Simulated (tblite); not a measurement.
Compound: C5H10GeOS.
Bonds: C1–C2 (double), C2–S3, S3–Ge4, C2–C5, C5–O6 (double), C5–C7, C7–C8. Hydrogens: H9, H10 on C1; H11, H12, H13 on Ge4; H14, H15 on C7; H16, H17, H18 on C8.

Computed with GFN2-xTB (tblite), gas phase: L-BFGS steps from a force-field or distance-geometry start until the largest atomic force falls under 0.01 eV/Å.

Step 167: E = -680.9899 eV
```
atom  x, y, z in Å  |  force x, y, z in eV/Å
C1      0.1084    0.9133    1.9500   -0.048  -0.006  -0.155
C2     -0.4084    0.5306    0.7903   -0.042   0.054   0.021
S3     -1.7078    1.4535   -0.0031   -0.010  -0.010   0.053
Ge4    -2.7629   -0.0821   -1.2230   -0.033  -0.028  -0.024
C5     -0.0556   -0.6772    0.0053    0.062   0.072   0.028
O6     -0.8576   -1.5811   -0.1022   -0.021  -0.049  -0.060
C7      1.2134   -0.6631   -0.8069    0.012  -0.044   0.002
C8      2.4075    0.0823   -0.2278    0.044  -0.030  -0.032
H9     -0.2624    1.7814    2.4644    0.003   0.028  -0.016
H10     0.9033    0.3658    2.4192    0.064  -0.081   0.039
H11    -3.8296    0.7403   -1.9043    0.022   0.021   0.061
H12    -3.4077   -1.1790   -0.4450   -0.005   0.044   0.000
H13    -1.8599   -0.5859   -2.3100    0.001  -0.070  -0.008
H14     1.4738   -1.6991   -1.0442   -0.015   0.059   0.005
H15     0.9020   -0.1878   -1.7504    0.069  -0.005   0.075
H16     2.8286   -0.4543    0.6233   -0.090   0.070  -0.079
H17     3.1796    0.1651   -0.9929   -0.027  -0.002   0.092
H18     2.1263    1.0837    0.0892    0.016  -0.022  -0.004
```

Step 168: E = -680.9926 eV
```
atom  x, y, z in Å  |  force x, y, z in eV/Å
C1      0.1221    0.9117    1.9369    0.017  -0.010  -0.100
C2     -0.4094    0.5345    0.7820   -0.049  -0.005  -0.002
S3     -1.7233    1.4536    0.0067    0.011  -0.057   0.057
Ge4    -2.7686   -0.0844   -1.2246   -0.037   0.056  -0.017
C5     -0.0590   -0.6741   -0.0029    0.025   0.018   0.034
O6     -0.8611   -1.5787   -0.1141   -0.016   0.013  -0.051
C7      1.2168   -0.6712   -0.8016    0.062   0.021  -0.014
C8      2.4032    0.0861   -0.2177   -0.034  -0.070  -0.041
H9     -0.2420    1.7813    2.4531   -0.002   0.037   0.013
H10     0.9244    0.3642    2.4012   -0.033  -0.030  -0.032
H11    -3.8506    0.7419   -1.8808    0.039   0.004   0.054
H12    -3.3998   -1.1936   -0.4572   -0.015   0.016   0.011
H13    -1.8666   -0.5570   -2.3262   -0.002  -0.078  -0.003
H14     1.4767   -1.7099   -1.0236    0.014   0.041   0.013
H15     0.9203   -0.2090   -1.7559    0.046   0.004   0.073
H16     2.8149   -0.4426    0.6408   -0.057   0.053  -0.035
H17     3.1824    0.1663   -0.9731    0.003   0.005   0.050
H18     2.1107    1.0872    0.0890    0.029  -0.015  -0.010
```

Q: Estimate the geometry and energy of step 169. (The exact step hangs on the optimiser's Hessian estimate; all steps are aligned on step 168, rigid shifts and turns removed.)

A: E = -680.9941 eV, largest force 0.114 eV/Å
```
atom  x, y, z in Å  |  force x, y, z in eV/Å
C1      0.1292    0.9107    1.9312   -0.039   0.018  -0.106
C2     -0.4085    0.5338    0.7786   -0.027  -0.048   0.015
S3     -1.7247    1.4517    0.0102   -0.005  -0.040   0.039
Ge4    -2.7705   -0.0832   -1.2250   -0.026   0.071  -0.018
C5     -0.0591   -0.6763   -0.0055    0.023   0.003   0.040
O6     -0.8591   -1.5827   -0.1179   -0.022   0.046  -0.044
C7      1.2193   -0.6743   -0.8002    0.035   0.032  -0.008
C8      2.4002    0.0882   -0.2152   -0.050  -0.048  -0.017
H9     -0.2323    1.7821    2.4468    0.002   0.029   0.011
H10     0.9271    0.3606    2.3976    0.000  -0.044  -0.031
H11    -3.8548    0.7434   -1.8754    0.039   0.010   0.047
H12    -3.4016   -1.1915   -0.4592   -0.019  -0.008   0.024
H13    -1.8700   -0.5532   -2.3289   -0.003  -0.078  -0.003
H14     1.4780   -1.7129   -1.0204    0.038   0.019   0.017
H15     0.9262   -0.2140   -1.7546    0.024   0.019   0.027
H16     2.8072   -0.4349    0.6469   -0.026   0.026   0.006
H17     3.1834    0.1701   -0.9645    0.024   0.002   0.015
H18     2.1013    1.0887    0.0876    0.032  -0.009  -0.014
```

The energy changes by -0.0015 eV. The first-order estimate −F·Δx gives -0.0020 eV and the mean of the old and new forces, exact on a quadratic surface, -0.0015 eV. The step makes an angle of 76° with the force vector and moves no atom by more than 0.012 Å.

What follows is the cost of the whole relaxation. On one thread of an Arm Neoverse V2, no GPU, on a shared host, this took 1.6 s wall.
